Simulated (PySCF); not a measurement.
Geometries of 4 isomers of C4H10OSi, from PBE0-D3(BJ)/def2-SVP geometry optimisation, gas phase in PySCF. One conformer each, no zero-point energy, no frequencies.

Question: Which is lowest in electronic energy at this level?
A.
```xyz
16
angstrom
C      2.792   -0.342    0.168
C      1.302   -0.296    0.109
C      0.495   -1.355    0.188
C     -0.997   -1.294    0.126
O     -1.451    0.023   -0.023
Si    -3.051    0.443   -0.203
H      3.167   -1.369    0.290
H      3.175    0.264    1.007
H      3.240    0.079   -0.747
H      0.830    0.686   -0.009
H      0.915   -2.363    0.307
H     -1.417   -1.751    1.047
H     -1.350   -1.929   -0.714
H     -3.642   -0.218   -1.409
H     -3.082    1.922   -0.356
H     -3.853    0.029    0.992
```
B.
```xyz
16
angstrom
C     -2.901    0.449    0.618
C     -1.703    0.028    1.028
C     -0.942   -1.121    0.454
Si     0.594   -0.567   -0.473
O      1.540    0.238    0.639
C      2.750    0.873    0.345
H     -3.445   -0.062   -0.184
H     -3.384    1.319    1.071
H     -1.195    0.577    1.831
H     -1.566   -1.714   -0.236
H     -0.597   -1.803    1.252
H      1.334   -1.747   -1.028
H      0.241    0.345   -1.608
H      3.505    0.169   -0.051
H      2.623    1.687   -0.392
H      3.153    1.315    1.269
```
C.
```xyz
16
angstrom
Si     2.542   -1.209   -0.772
O      1.185   -0.743    0.069
C      0.422    0.398   -0.242
C     -0.718    0.532    0.722
C     -1.966   -0.270    0.514
C     -1.981    1.212    0.283
H      2.214   -1.481   -2.208
H      3.044   -2.447   -0.120
H      3.595   -0.144   -0.728
H      0.020    0.329   -1.273
H      1.054    1.307   -0.203
H     -0.404    0.691    1.759
H     -2.006   -0.928   -0.359
H     -2.477   -0.667    1.395
H     -2.502    1.850    1.003
H     -2.040    1.570   -0.749
```
D.
```xyz
16
angstrom
C      3.086    0.038    0.534
C      1.792    0.007    0.856
O      0.815    0.469    0.050
Si    -0.833    0.129    0.199
C     -1.190   -1.562   -0.513
C     -1.721    1.488   -0.712
H      3.415    0.434   -0.429
H      3.830   -0.328    1.241
H      1.460   -0.388    1.828
H     -1.161    0.143    1.662
H     -2.260   -1.810   -0.418
H     -0.922   -1.599   -1.580
H     -0.614   -2.340    0.011
H     -2.812    1.358   -0.643
H     -1.442    1.483   -1.778
H     -1.462    2.473   -0.296
```

Answer: D. That is `C=CO[SiH](C)C`, 18.5 kcal/mol below the next.

```csv
SMILES,atoms numbered as above,E (Eh),relative (kcal/mol),relative (kJ/mol),dipole (D)
C=CO[SiH](C)C,[CH2:1]=[CH:2][O:3][SiH:4]([CH3:5])[CH3:6],-522.54025,0.0,0.0,1.68
C=CC[SiH2]OC,[CH2:1]=[CH:2][CH2:3][SiH2:4][O:5][CH3:6],-522.51075,18.5,77.4,0.83
C/C=C/CO[SiH3],[CH3:1]/[CH:2]=[CH:3]/[CH2:4][O:5][SiH3:6],-522.50466,22.3,93.5,0.77
[SiH3]OCC1CC1,[SiH3:1][O:2][CH2:3][CH:4]1[CH2:5][CH2:6]1,-522.49989,25.3,106.0,0.97
```

As drawn, the lowest has an Si–C bond and a C=C bond outside aromatic rings, which the highest lacks; the highest has a three-membered ring, which the lowest lacks.
